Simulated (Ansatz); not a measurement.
Species: GeO, net charge 0, triplet state. This is an excited triplet: at this geometry the singlet lies 2.74 eV lower at CCSD(T)/CBS(aug-cc-pVTZ,aug-cc-pVQZ). 
Coordinates optimised at B3LYP-D3(BJ)/def2-TZVP (Ansatz, a program for electronic structure):
SMILES: [O]=[Ge]
```xyz
2

Ge     0.0000     0.0000    -0.3735
O      0.0000     0.0000     1.4939
```
Charge 0, spin multiplicity 3.

Basis-set convergence of Hartree-Fock and CCSD(T) correlation energies (hartree) with Ansatz. Correlated levels leave the core frozen unless marked. UHF or UKS for open shells. Spin-orbit coupling is left out. Frozen are the shells of the preceding noble gas and the d and f shells that filled before the atom's block. No relativistic terms.

```csv
basis,functions,E(HF),"E(corr, CCSD(T))"
aug-cc-pVDZ,59,-2150.14581,-0.24252
aug-cc-pVTZ,105,-2150.23372,-0.29440
aug-cc-pVQZ,173,-2150.24146,-0.31080
```

Extrapolating the two largest sets (X = 3 and 4) as X^-3: E(corr) = (64·(-0.31080) - 27·(-0.29440))/37 = -0.3228 Eh, an estimate of the basis-set limit. The largest set recovers 96.3 % of it, the smallest 75.1 %.
